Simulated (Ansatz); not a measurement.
NS, SMILES [N]=S, multiplicity 2.

Geometry: B3LYP-D3(BJ)/def2-TZVPD.

Two levels are set side by side: PBE/def2-TZVPD (Ansatz, a quantum-chemistry and plane-wave program) and CAM-B3LYP/def2-TZVPD (Ansatz). Energy differences of separate SCF runs at the same geometry; the states with an electron removed or added have multiplicity 1 and 3. Differences are taken from unrounded values.

```
quantity                         CAM-B3LYP   PBE  PBE minus CAM-B3LYP
-------------------------------  ---------  ----  -------------------
vertical ionisation energy (eV)       9.37  9.06                -0.32
vertical electron affinity (eV)       1.25  1.06                -0.19
```
